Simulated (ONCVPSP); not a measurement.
PBE ONCV dataset for Rb, scalar-relativistic all-electron reference.

```
Element                 : Rb
Generator               : ONCVPSP 4.0.1
Type                    : optimised norm-conserving Vanderbilt (ONCV)
Functional              : PBE
Relativity              : scalar-relativistic
Frozen core             : [Ar] 3d10
Valence charge          : 9
Reference configuration : 4s2 4p6 5s1
Partial waves           : 4s+5s: rc 1.95 bohr, ncon 3, nbas 6, qcut 7.4 1/bohr, 2 projectors; 4p: rc 2.05 bohr, ncon 4, nbas 8, qcut 5.6 1/bohr, 2 projectors, debl 1.1 Ha; d scattering state at 0.26 Ha: rc 1.90 bohr, ncon 3, nbas 7, qcut 6 1/bohr, local
Local potential         : the d channel
Core correction         : Teter function fitted to the true core (icmod 2), fcfact 0.35
```

**Question.** Estimate the cutoffs (Ha) at which the residual kinetic energy of the hardest occupied pseudo-wave falls to 1 and 0.1 mHa per electron.

**Answer.** 16 Ha and 19 Ha.

**Question.** Does the potential have ghost states?

**Answer.** No bound ghost flagged; no localised positive-energy state flagged.

**Question.** Which valence shell sets the plane-wave cutoff?

**Answer.** 4s: 16 Ha for 1 mHa per electron, against 12 Ha for 5s.

**Question.** Tests: 4s2 4p6 5s0; 4s2 4p6 5s0.5; 4s2 4p6 5s0 5p1; 4s2 4p5 5s1. Which has the largest error in its energy relative to the reference configuration, and how large is it?

**Answer.** 4s2 4p5 5s1, with -11 meV (all-electron minus pseudo) on +21.14 eV.
